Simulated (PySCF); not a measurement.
SrCa: energy against distance

Set-up: basis Sr def2-SVPD with ECP28, Ca def2-SVPD; scalar-relativistic core potentials; PySCF 2.14. Energies in eV from Sr + Ca in their ground configurations at the same level. All curves are PBE0. state 1: ¹Σ⁺ (singlet), closed shell; state 2: Ms = 0 determinant of mixed spin (⟨S²⟩ near 1.1), unpaired electrons σ ↓, π ↑, a second solution, started from another occupation; state 3: triplet, unpaired electrons σ ↑, π ↑, a second solution, started from another occupation; state 4: ³Σ⁺ (triplet), unpaired electrons σ ↑↑, a second solution, started from another occupation.

| R (Å) | state 1 | state 2 | state 3 | state 4 |
| --- | --- | --- | --- | --- |
| 3.847 | -0.0772 | 0.5595 | 0.5762 | 0.7674 |
| 4.026 | -0.1470 | 0.6406 | 0.6488 | 0.7419 |
| 4.205 | -0.1822 | 0.7437 | 0.7428 | 0.7546 |
| 4.339 | -0.1930 | 0.8297 | 0.8217 | 0.7822 |
| 4.473 | -0.1944 | 0.9197 | 0.9043 | 0.8208 |
| 4.607 | -0.1892 | 1.0116 | 0.9884 | 0.8674 |
| 4.786 | -0.1758 | 1.1339 | 1.0996 | 0.9377 |
| 5.010 | -0.1534 | 1.2828 | 1.2314 | 1.0325 |
| 5.278 | -0.1242 | 1.4505 | 1.3611 | 1.1488 |
| 5.636 | -0.0882 | 1.6496 | 1.4816 | 1.2985 |

Put a parabola through the three lowest points of the state 1 curve and estimate Re, k and ωe (reduced mass 27.47 u; 1 eV/Å² = 0.16022 mdyn/Å; ωe = 1302.8·√(k/μ) cm⁻¹).

Through R = 4.339, 4.473, 4.607 Å the second-order coefficient is 0.184 eV/Å², so Re ≈ 4.434 Å, k ≈ 0.0589 mdyn/Å and ωe ≈ 60 cm⁻¹. A polynomial fit of higher order to the unrounded PBE0 energies gives Re = 4.429 Å, k = 0.0652 mdyn/Å, ωe = 63.5 cm⁻¹; anharmonicity and rounding make the difference.

The higher-order fit for each curve: state 1: Re = 4.429 Å, ωe = 63.5 cm⁻¹, De = 0.195 eV; state 4: Re = 4.046 Å, ωe = 106 cm⁻¹, minimum 0.74 eV above the ground-state fragments. State 2 gave no clean fit. State 3 gave no clean fit.

Closed-shell solutions of metal pairs were not tested for spin polarisation, which can lower them a little. The bond is weak. Basis-set superposition, not corrected here, can be much of De in a small basis, most of all at correlated wavefunction levels. Functionals without a dispersion term scatter widely for such bonds, and LDA overbinds them.
